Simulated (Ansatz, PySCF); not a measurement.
Molecule: SiH5, net charge -1, singlet state. SMILES: [SiH5-]
Geometry: optimised at B3LYP-D3(BJ)/def2-TZVP (Ansatz, a quantum-chemistry and plane-wave program).

Property: vertical ionisation energy (to the doublet state of charge +0; each state is the SCF solution reached for its spin; the molecule has degenerate orbitals, so one determinant may break the symmetry), in eV. Correlated levels leave the core frozen unless marked. UHF or UKS for open shells. Spin-orbit coupling is left out. Non-relativistic. Anions need diffuse functions: aug- sets have them; def2-D sets add few. Basis-set limits of correlation are two-point, X^-3; Hartree-Fock from the larger set. [CCSD(T)-MP2]/basis is that difference in the basis named.

| level | program | vertical ionisation energy (eV) | minus last row |
|---|---|---|---|
| HF/def2-TZVPPD | Ansatz | 1.68 | -0.64 |
| PBE/def2-TZVPD | Ansatz | 1.82 | -0.50 |
| PBE0/def2-TZVPD | Ansatz | 1.97 | -0.35 |
| BHLYP/def2-TZVPD | Ansatz | 2.12 | -0.20 |
| B2PLYP/def2-TZVPD | Ansatz | 2.08 | -0.24 |
| MP2/aug-cc-pV(D+d)Z | Ansatz | 2.14 | -0.18 |
| MP2/aug-cc-pV(T+d)Z | Ansatz | 2.29 | -0.03 |
| MP2/def2-TZVPPD | Ansatz | 2.25 | -0.07 |
| RI-MP2/aug-cc-pV(T+d)Z | Ansatz | 2.29 | -0.03 |
| RI-MP2/aug-cc-pV(Q+d)Z | Ansatz | 2.32 | 0.00 |
| RI-MP2/def2-QZVPPD | Ansatz | 2.30 | -0.02 |
| RI-MP2/CBS(aug-cc-pV(T+d)Z,aug-cc-pV(Q+d)Z) | Ansatz | 2.34 | 0.02 |
| RI-MP2/CBS(def2-TZVPPD,def2-QZVPPD) | Ansatz | 2.33 | 0.01 |
| SCS-MP2/def2-SVPD | Ansatz | 2.17 | -0.15 |
| SCS-MP2/aug-cc-pV(T+d)Z | Ansatz | 2.42 | 0.10 |
| CCSD/def2-SVPD | Ansatz | 2.07 | -0.25 |
| CCSD/aug-cc-pV(T+d)Z | Ansatz | 2.28 | -0.04 |
| CCSD(T)/def2-SVPD | Ansatz | 2.05 | -0.27 |
| CCSD(T)/def2-TZVPPD | Ansatz | 2.23 | -0.09 |
| RI-MP2/CBS(aug-cc-pV(T+d)Z,aug-cc-pV(Q+d)Z)+[CCSD(T)-MP2]/aug-cc-pV(D+d)Z | Ansatz | 2.36 | 0.04 |
| RI-MP2/CBS(aug-cc-pV(T+d)Z,aug-cc-pV(Q+d)Z)+[CCSD(T)-MP2]/aug-cc-pV(T+d)Z | Ansatz | 2.32 | 0.00 |

For comparison, minus the highest occupied orbital energy (PySCF): -1.16 eV at SVWN5/def2-TZVPD, 0.91 eV at M06-2X/def2-TZVPD, -0.97 eV at TPSS/def2-TZVPD.
